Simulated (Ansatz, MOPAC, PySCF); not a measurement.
Constitutional and geometric isomers with formula CH4B2. Isolated molecules, 0 K electronic values unless said otherwise. One relaxed conformer stands for each flexible species; it need not be the lowest. Strings in code marks are SMILES.

Quantity: vertical ionisation energy (energy after one electron is removed minus that of the parent at the parent's geometry), in eV. The restricted reference of `BB=C` and `B=BC` is unstable towards unrestricted orbitals.

Level 1: B3LYP/6-31G* // PBE0-D3(BJ)/def2-TZVP (PySCF)
Level 2: minus the HOMO energy of AM1 // PBE0-D3(BJ)/def2-TZVP (MOPAC)
Level 3: minus the HOMO energy of PM7 // PBE0-D3(BJ)/def2-TZVP (MOPAC)
Level 4: HF/cc-pVTZ // PBE0-D3(BJ)/def2-TZVP (Ansatz, an electronic-structure program)

| species | level 1 | level 2 | level 3 | level 4 |
|---|---|---|---|---|
| `BB=C` | 9.15 | 8.73 | 9.60 | 7.77 |
| `B=BC` | 7.27 | 6.24 | 7.83 | 6.27 |
